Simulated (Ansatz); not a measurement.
# How methods differ on SbClF (SMILES [F][Sb][Cl])

SbClF: 3 atoms, total charge 0, spin state doublet. SMILES: `[F][Sb][Cl]`. Geometry: relaxed at PBE0-D4/def2-TZVP.

```jsonl
{"atom": "F", "x (Å)": "-0.8787", "y (Å)": "1.2318", "z (Å)": "-0.3476"}
{"atom": "Sb", "x (Å)": "-0.6009", "y (Å)": "-0.6583", "z (Å)": "-0.3672"}
{"atom": "Cl", "x (Å)": "1.4687", "y (Å)": "-0.6382", "z (Å)": "0.7015"}
```

Quantity: the vertical energy of the quartet above the doublet, in eV. The values are calculated.

```csv
level,kind,program,value (eV),less FCI/STO-3G,CPU time (all runs)
USVWN5/STO-3G,LDA,Ansatz,5.31,-0.09,7.6 s
U-r2SCAN0/STO-3G,hybrid meta-GGA,Ansatz,5.29,-0.11,27 s
U-wB97M-V/STO-3G,range-separated hybrid,Ansatz,5.71,+0.31,99 s
UCAM-B3LYP/STO-3G,range-separated hybrid,Ansatz,5.45,+0.05,11 s
UHSE06/STO-3G,range-separated hybrid,Ansatz,5.32,-0.08,11 s
UB2PLYP/STO-3G,double hybrid,Ansatz,5.51,+0.11,11 s
UBCCD(T)/STO-3G,coupled cluster or CI,Ansatz,5.43,+0.03,7.6 s
UCCSD(T)/STO-3G,coupled cluster or CI,Ansatz,5.42,+0.02,6.4 s
FCI/STO-3G,exact in the basis,Ansatz,5.40,0.00,8.5 s
```

FCI/STO-3G is exact within its basis and frozen core, so for wave-function methods in that basis the difference is their error; functionals converge differently with the basis, so for them it is only a difference. All-electron rows without a relativistic Hamiltonian named are non-relativistic. Spin-orbit coupling, which can split open shells on such heavy atoms by tenths of an eV, is left out. The values span 5.29 to 5.71 eV. All rows use very small basis sets, so none should be taken for the real molecule's value. In the correlated wave-function rows the outer d shell of Sb is correlated, in sets not made for it. Times are those of the runs behind each value, whatever else they computed, on shared processors of several kinds: orders of magnitude only.
